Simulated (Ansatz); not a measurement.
CH6BNOSi. The species carries charge 0 and has multiplicity 1. The bonds changed during the relaxation, so this is another structure than the one it started from.

```xyz
11

B     1.231   -0.479    0.628
Si    0.602    1.230   -0.138
N    -0.339   -0.265    0.521
C    -0.942   -0.319   -0.823
O    -0.367    0.805   -1.462
H     1.592   -0.364    1.765
H     1.701   -1.302   -0.105
H     0.167    2.553    0.400
H    -0.941   -0.400    1.317
H    -0.677   -1.246   -1.343
H    -2.029   -0.213   -0.760
```

Question: Give the diagnostics of a CCSD(T)/def2-TZVPP run (frozen core, the Gaussian-basis code of Ansatz). (Best estimate.)

Answer: The calculation gave: T1 = 0.0129, largest single amplitude 0.017, largest double 0.050, (T) share of the correlation energy 4.1 %, 10 CCSD cycles. The RHF solution is stable towards an unrestricted one. T1 lies under the customary mark of 0.02 for closed shells.
